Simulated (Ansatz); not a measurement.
Geometry optimisation, Ansatz 0.2.0, UKS LDA/def2-SVP.

The input (input.yaml):

```yaml
crystal:
  periodic: [false, false, false]
  atoms:
    - { symbol: Ti, position_ang: [-0.090221, 0.690637, 0.285221] }
    - { symbol: O, position_ang: [-1.359481, 0.340327, -1.379838] }
    - { symbol: C, position_ang: [0.729077, -1.097065, 0.212893] }
    - { symbol: H, position_ang: [0.129881, -1.245988, -0.698477] }
    - { symbol: Cl, position_ang: [1.439394, 2.165169, -0.042158] }
    - { symbol: Cl, position_ang: [-1.139125, 0.985318, 2.138246] }
    - { symbol: H, position_ang: [-1.964196, 1.101108, -1.507141] }
    - { symbol: H, position_ang: [1.815626, -1.117054, -0.009504] }
    - { symbol: H, position_ang: [0.439044, -1.822452, 1.000757] }
magnetization:
  spin_polarized: true
basis:
  gaussian: { orbitals: def2-SVP }
hamiltonian:
  xc: lda
relax:
  f_tol: 0.03
  max_steps: 50
```

Launched with:

```bash
$ ansatz run input.yaml --threads 4 --pin off --max-ram 5120MiB --backend cpu --events-out ev --progress --plain --runs-dir out
```

Q: Where does it end, and by what steps?

A: The run converged. The force dipped under the threshold on the way, but the program's further checks kept it going. After 13 steps the energy has fallen by 1.252 eV; H4 moved furthest, 0.91 Å. Parted: Ti1–H4.

```json
{"step": "0", "energy less start (eV)": "0.0000", "largest force component (eV/Å)": "3.242", "accepted": "yes"}
{"step": "1", "energy less start (eV)": "-0.9979", "largest force component (eV/Å)": "0.981", "accepted": "yes"}
{"step": "2", "energy less start (eV)": "-1.1073", "largest force component (eV/Å)": "0.558", "accepted": "yes"}
{"step": "3", "energy less start (eV)": "-1.1499", "largest force component (eV/Å)": "0.560", "accepted": "yes"}
{"step": "4", "energy less start (eV)": "-1.1691", "largest force component (eV/Å)": "0.866", "accepted": "yes"}
{"step": "5", "energy less start (eV)": "-1.2062", "largest force component (eV/Å)": "0.229", "accepted": "yes"}
{"step": "6", "energy less start (eV)": "-1.2175", "largest force component (eV/Å)": "0.247", "accepted": "yes"}
{"step": "7", "energy less start (eV)": "-1.2205", "largest force component (eV/Å)": "0.629", "accepted": "yes"}
{"step": "8", "energy less start (eV)": "-1.2459", "largest force component (eV/Å)": "0.072", "accepted": "yes"}
{"step": "9", "energy less start (eV)": "-1.2488", "largest force component (eV/Å)": "0.104", "accepted": "yes"}
{"step": "10", "energy less start (eV)": "-1.2488", "largest force component (eV/Å)": "0.182", "accepted": "no"}
{"step": "11", "energy less start (eV)": "-1.2511", "largest force component (eV/Å)": "0.025", "accepted": "yes"}
{"step": "12", "energy less start (eV)": "-1.2514", "largest force component (eV/Å)": "0.049", "accepted": "yes"}
{"step": "13", "energy less start (eV)": "-1.2516", "largest force component (eV/Å)": "0.015", "accepted": "yes"}
```

```xyz
9
Properties=species:S:1:pos:R:3
Ti -0.137 0.720 0.168
O -1.465 0.649 -0.935
C 0.682 -1.122 0.126
H 1.006 -1.352 -0.913
Cl 1.423 2.077 -0.485
Cl -0.766 1.041 2.219
H -2.217 0.984 -1.453
H 1.556 -1.134 0.815
H -0.081 -1.862 0.458
```

Whether the end is a true minimum wasn't checked by a vibrational analysis.

The run took 35 s on 4 threads of Arm Neoverse N1, on a shared host, peak memory 0.22 GiB.
